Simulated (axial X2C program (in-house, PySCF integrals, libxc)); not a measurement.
**YB⁺ at several levels of theory**

All values were computed with an in-house relativistic program for diatomic molecules. Spin-free means the one-electron spin-free X2C Hamiltonian; two-component (2c) means X2C with spin–orbit coupling and atomic mean-field two-electron Coulomb and Gaunt terms, so the difference of the two also holds small scalar two-electron terms. Basis: Y dyall-cv3z [11s12p9d6f3g], B dyall-v3z [7s6p2d1f] (cores contracted in-house); Gaussian nuclei, density fitting, unrestricted open shells. Masses: Y 88.906 u, B 11.009 u.

Input:
```json
{"zs": [39, 5], "q": 1, "bas": ["dyall-cv3z", "dyall-v3z"], "levels": ["PBE0", "HF", "LDA"], "cc": true, "r0": 2.48, "thr": -2.0, "nmax": 90, "npts": 10, "nst": 2, "ntry": 6}
```
```bash
python so2c.py task.json out
```

Keys: zs atomic numbers; q charge; bas basis sets; levels methods; cc coupled cluster on or off; r0 starting distance in Å; thr threshold in hartree for freezing inner shells (an s shell follows its p shell); nmax most natural virtual spinors; npts points on the curve; nst determinants followed; ntry starts of the search. HF also brings MP2.

State, spin-free: M_S = 3/2, Λ = 0 (beyond evenly filled blocks: σα, π+α, π-α); electrons by block: σα: 11, σβ: 10, π+α: 5, π+β: 4, π-α: 5, π-β: 4, δ+α: 1, δ+β: 1, δ-α: 1, δ-β: 1. Fragments: Y+ + B.

State, 2c: Ω = 3/2 (⟨Sz⟩ = 1.50, ⟨Lz⟩ = 0.00 at PBE0); electrons by block: 1/2: 15, -1/2: 15, 3/2: 6, -3/2: 5, 5/2: 1, -5/2: 1. Fragments: Y+ + B.

```csv
Hamiltonian,level,Re (Å),ωe (cm⁻¹),ωexe (cm⁻¹),k (mdyn/Å),μ (D)
spin-free,PBE0,2.221,549.0,2.6,1.74,-4.37
spin-free,HF,2.262,525.6,4.46,1.59,-6.02
spin-free,MP2,2.185,612.3,n/a,2.16,n/a
spin-free,CCSD,2.240,540.3,2.22,1.68,n/a
spin-free,CCSD(T),2.242,540.8,2.15,1.69,n/a
spin-free,LDA,2.211,532.9,1.81,1.64,-3.80
2c,PBE0,2.220,548.7,2.59,1.74,-4.36
2c,LDA,2.210,532.7,1.8,1.64,-3.80
```

Correlated methods: 13 electrons correlated (number of frozen shells: Y 3 s, 2 p, 1 d; B 1 s), 289 virtual spin orbitals or spinors in MP2, 90 natural virtuals in coupled cluster.

Dipoles are positive if B is the positive end and refer to the centre of mass.

One determinant describes the state; a PBE0 search over occupations chose it and may have missed a lower one. De is not given where an atomic determinant may have missed its ground term or J level, or where the truncated virtual space spoils (T). Density functionals use the spin component along the axis (collinear). Coupled cluster ran in a truncated set of natural virtual spinors; the MP2 energy of the rest was added. (T) has no such correction and the atoms are truncated less, which lowers De at CCSD(T) by a hundredth of an eV or more. PBE0 can misorder states that lie within some tenths of an eV, so this need not be the ground state of the molecule. The nearest other spin-free determinant of the search, M_S = 1/2, Λ = 0, lies 0.38 eV up at the distance of the search. Without a current term, density functionals place determinants with orbital angular momentum somewhat too high. With several unpaired electrons one determinant need not be a pure state. This is the top spin component of a Σ state; components of lower Ω are not single determinants and can lie lower.

No reliable constants came from CCSD (2c), CCSD(T) (2c), HF (2c), MP2 (2c): no minimum in range, unconverged points, a curve that is not smooth, a change of character along it, or the two Hamiltonians disagreeing along it.

Rough cost a point (2c) on 1 thread(s) of a shared host, integrals apart: PBE0 2.2 s, LDA 0.9 s.

The whole task took 4.8 min on 1 thread of Arm Neoverse V1 (shared host).
